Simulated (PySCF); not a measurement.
**Correlation energy of Br²⁺ (bromine, charge +2)**

[Ar] 3d10 4s2 4p3, high-spin 4S determinant. Calculation: PySCF 2.14, in cc-pVDZ-PP with ECP10MDF; a scalar-relativistic core potential. Frozen: 3s2 3p6 3d10; 5 electrons correlated.

MP2 pair energies summed by pair of shells (mhartree):

```tsv
pair	energy	share (%)
4s-4p	-38.18	66.6
4p-4p	-13.65	23.8
4s-4s	-5.53	9.6
```

Total MP2 correlation energy: -57.36 mhartree.

Same-spin part -14.99 and opposite-spin part -42.37 mhartree; SCS-MP2 scales them by 1/3 and 6/5 to -55.84 mhartree.

| level | correlation energy (mhartree) |
| --- | --- |
| CCSD | -71.98 |
| (T) | -0.55 |
| CCSD(T) | -72.53 |

Diagnostics: T1 = 0.0010, D1 = 0.0017, largest double amplitude 0.058.

Q: Is a single reference adequate?

A: Yes, within this model without spin-orbit coupling: T1 lies below 0.03 and no double amplitude reaches 0.07.
